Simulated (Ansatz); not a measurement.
A CCSD(T) single point on `[SiH3]NCBCl`.

```yaml
crystal:
  periodic: [false, false, false]
  atoms:
    - {symbol: Si, position_ang: [-1.736458, 0.078798, -0.242645]}
    - {symbol: N, position_ang: [-0.368779, -0.920888, 0.067440]}
    - {symbol: C, position_ang: [0.887030, -0.364341, 0.541265]}
    - {symbol: B, position_ang: [1.582479, 0.627508, -0.440692]}
    - {symbol: Cl, position_ang: [2.869767, 1.648843, 0.156622]}
    - {symbol: H, position_ang: [-1.287655, 1.201523, -1.108304]}
    - {symbol: H, position_ang: [-2.767220, -0.746455, -0.921966]}
    - {symbol: H, position_ang: [-2.356157, 0.689953, 0.973499]}
    - {symbol: H, position_ang: [-0.563483, -1.836156, 0.443646]}
    - {symbol: H, position_ang: [1.639725, -1.169946, 0.607891]}
    - {symbol: H, position_ang: [0.842278, 0.047712, 1.561600]}
    - {symbol: H, position_ang: [1.335572, 0.688348, -1.604257]}
basis:
  gaussian: {orbitals: def2-TZVPP}
correlation: {method: ccsd_t}
```

```sh
$ ansatz run in.yaml --threads 4 --pin off --events-out ev --progress --plain --max-ram 10444MiB
```

The program prints (abridged):

```
Functional definition: HF
1596 factors; integrals over basis functions are off by at most 1.1e-3 eV
mean field evaluation 1: about -23659.9717 eV, gradient 3.6e1 eV
mean field evaluation 2: about -23660.2192 eV, gradient 3.6e1 eV
mean field evaluation 4: about -23663.6402 eV, gradient 4.4e0 eV
mean field evaluation 8: about -23663.7091 eV, gradient 2.3e-1 eV
mean field -23663.70942976 eV, -869.6252817053 hartree, gradient 1.8e-6 eV, S^2 0.000000; 0 other end points of the search recorded, 0 dependent functions left out
13 core orbitals not correlated: weight in the atoms' cores, before any rotation towards them, 1.000 or more for the frozen orbitals, at most 0.000 for the correlated occupied ones
reference -23663.70942976 eV, -869.6252817053 hartree; 15, 15 occupied and 247, 247 virtual orbitals, 1596 factors
second order -21.72380301 eV of doubles, -0.00000000 eV of singles
cycle   1  -22.72801692 eV  change    -1.0e0 eV  update   9.8e-2
cycle   2  -23.30696336 eV  change   -5.8e-1 eV  update   2.8e-2
cycle   3  -23.40065169 eV  change   -9.4e-2 eV  update   1.4e-2
cycle   4  -23.38980612 eV  change    1.1e-2 eV  update   3.7e-3
cycle   5  -23.38930436 eV  change    5.0e-4 eV  update   1.7e-3
cycle   6  -23.38938854 eV  change   -8.4e-5 eV  update   5.4e-4
cycle   7  -23.38921342 eV  change    1.8e-4 eV  update   2.0e-4
cycle   8  -23.38923792 eV  change   -2.4e-5 eV  update   6.9e-5
cycle   9  -23.38926036 eV  change   -2.2e-5 eV  update   2.3e-5
perturbative correction -0.92537210 eV, -0.0340067975 hartree
Total energy: -23688.02406223 eV, -870.5188279674 hartree
```

Run time 98 s (4 threads of an Intel Xeon Platinum 8488C on a shared host); peak host memory 7.2 GiB.

Correlation energy per correlated electron: -0.810 eV. T1 diagnostic: 0.0112.
